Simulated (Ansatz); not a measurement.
Consider the cleavage of the Si–Si bond: `F[Si](F)(Cl)[SiH2]Cl` + `[NH2][GeH2][Cl]` → `F[Si](F)(Cl)[NH][GeH2][Cl]` + `[SiH3]Cl`.

Isolated molecules relaxed with PBE0-D4/def2-TZVP in Ansatz; ΔE leaves out vibrations. CCSD(T)/CBS adds triple-zeta CCSD(T) − MP2 to the extrapolated MP2 energy (def2 sets, frozen cores). This one scheme is used for every species. Functionals use def2-TZVPP. B3LYP here is the variant with VWN-RPA as its local correlation; programs differ in this. For Ge outer-core shells are correlated without core-valence functions, which leaves a few kJ/mol of doubt a bond. Scalar relativity is left out up to krypton. Each species was taken in one conformer, which may not be the lowest.

```json
{"level": "PBE-D4", "ΔE (kJ/mol)": "-66.0", "difference from CCSD(T)/CBS": "27.4"}
{"level": "r2SCAN-D4", "ΔE (kJ/mol)": "-85.1", "difference from CCSD(T)/CBS": "8.3"}
{"level": "PBE0-D4", "ΔE (kJ/mol)": "-78.0", "difference from CCSD(T)/CBS": "15.4"}
{"level": "B3LYP-D4", "ΔE (kJ/mol)": "-86.2", "difference from CCSD(T)/CBS": "7.2"}
{"level": "ωB97X-V", "ΔE (kJ/mol)": "-88.5", "difference from CCSD(T)/CBS": "4.9"}
{"level": "ωB97M-V", "ΔE (kJ/mol)": "-95.3", "difference from CCSD(T)/CBS": "-1.9"}
{"level": "B2PLYP", "ΔE (kJ/mol)": "-90.1", "difference from CCSD(T)/CBS": "3.3"}
{"level": "PBE", "ΔE (kJ/mol)": "-62.7", "difference from CCSD(T)/CBS": "30.7"}
{"level": "r2SCAN", "ΔE (kJ/mol)": "-84.1", "difference from CCSD(T)/CBS": "9.3"}
{"level": "PBE0", "ΔE (kJ/mol)": "-75.0", "difference from CCSD(T)/CBS": "18.4"}
{"level": "B3LYP", "ΔE (kJ/mol)": "-80.8", "difference from CCSD(T)/CBS": "12.6"}
{"level": "MP2/def2-TZVPP", "ΔE (kJ/mol)": "-102.4", "difference from CCSD(T)/CBS": "-9.0"}
{"level": "SCS-MP2/def2-TZVPP", "ΔE (kJ/mol)": "-102.1", "difference from CCSD(T)/CBS": "-8.7"}
{"level": "CCSD(T)/def2-TZVPP", "ΔE (kJ/mol)": "-96.6", "difference from CCSD(T)/CBS": "-3.2"}
{"level": "SCS-MP2/def2-QZVPP", "ΔE (kJ/mol)": "-100.6", "difference from CCSD(T)/CBS": "-7.2"}
{"level": "CCSD/CBS(def2)", "ΔE (kJ/mol)": "-95.3", "difference from CCSD(T)/CBS": "-1.9"}
{"level": "CCSD(T)/CBS", "ΔE (kJ/mol)": "-93.4", "difference from CCSD(T)/CBS": "0"}
```

Largest T1 diagnostic among the species: 0.011.

From PBE to PBE0 (25 % exact exchange), in def2-TZVPP and without D4, ΔE moves by −12.4 kJ/mol. In def2-TZVPP, CCSD(T) changes the Hartree–Fock value by +10.4 kJ/mol (the triples alone add +2.0 kJ/mol) and MP2 by +4.7 kJ/mol. The D4 term adds −5.3 kJ/mol with B3LYP and −2.9 kJ/mol with PBE0; it sums over pairs of atoms, weighted by their polarisabilities, and B3LYP, whose exchange is more repulsive, gets the larger term.
